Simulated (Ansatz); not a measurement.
Relaxation of BClFH3O (7 atoms, charge 0, multiplicity 1), to a largest force component of 0.03 eV/Å in at most 50 steps.

The calculation used Ansatz 0.2.0, RKS BHLYP/def2-SVP.

```xyz
7
Properties=species:S:1:pos:R:3:forces:R:3
B -0.031 0.491 -0.364 0.00 0.21 -0.20
H 0.117 -0.069 1.964 -0.13 -1.63 0.32
Cl 1.382 -0.436 -0.877 0.00 0.00 0.01
O -1.269 0.019 -0.478 0.00 0.00 0.00
H -1.334 -0.860 -0.842 0.00 0.00 0.01
F 0.150 1.712 0.088 -0.03 0.00 -0.31
H 0.184 0.640 1.928 0.16 1.43 0.17
```

**Question.** Where does it end, and by what steps?

**Answer.** It converged. The force dipped under the threshold on the way, but the program's further checks kept it going. After 31 steps the energy has fallen by 0.153 eV; H2 moved furthest, 1.21 Å.

```json
{"step": "0", "energy less start (eV)": "0.0000", "largest force component (eV/Å)": "1.635", "accepted": "yes"}
{"step": "2", "energy less start (eV)": "0.3303", "largest force component (eV/Å)": "3.275", "accepted": "no"}
{"step": "4", "energy less start (eV)": "-0.1423", "largest force component (eV/Å)": "0.221", "accepted": "yes"}
{"step": "6", "energy less start (eV)": "-0.1478", "largest force component (eV/Å)": "0.153", "accepted": "yes"}
{"step": "8", "energy less start (eV)": "-0.1492", "largest force component (eV/Å)": "0.062", "accepted": "yes"}
{"step": "10", "energy less start (eV)": "-0.1505", "largest force component (eV/Å)": "0.064", "accepted": "yes"}
{"step": "12", "energy less start (eV)": "-0.1507", "largest force component (eV/Å)": "0.070", "accepted": "yes"}
{"step": "14", "energy less start (eV)": "-0.1513", "largest force component (eV/Å)": "0.046", "accepted": "yes"}
{"step": "16", "energy less start (eV)": "-0.1515", "largest force component (eV/Å)": "0.051", "accepted": "yes"}
{"step": "18", "energy less start (eV)": "-0.1517", "largest force component (eV/Å)": "0.127", "accepted": "no"}
{"step": "20", "energy less start (eV)": "-0.1509", "largest force component (eV/Å)": "0.205", "accepted": "no"}
{"step": "22", "energy less start (eV)": "-0.1521", "largest force component (eV/Å)": "0.054", "accepted": "yes"}
{"step": "24", "energy less start (eV)": "-0.1523", "largest force component (eV/Å)": "0.026", "accepted": "yes"}
{"step": "26", "energy less start (eV)": "-0.1525", "largest force component (eV/Å)": "0.040", "accepted": "yes"}
{"step": "28", "energy less start (eV)": "-0.1528", "largest force component (eV/Å)": "0.032", "accepted": "yes"}
{"step": "30", "energy less start (eV)": "-0.1498", "largest force component (eV/Å)": "0.276", "accepted": "no"}
{"step": "31", "energy less start (eV)": "-0.1529", "largest force component (eV/Å)": "0.006", "accepted": "yes"}
```

```xyz
7
Properties=species:S:1:pos:R:3
B -0.095 0.396 -0.656
H 0.343 0.204 3.119
Cl 1.309 -0.414 -1.354
O -1.340 -0.014 -0.881
H -1.416 -0.780 -1.445
F 0.102 1.439 0.111
H 0.296 0.666 2.525
```

Whether the end is a true minimum wasn't checked by a vibrational analysis.

Run time: 88 s on 1 thread of Arm Neoverse V1 (shared host), peak memory 0.16 GiB.
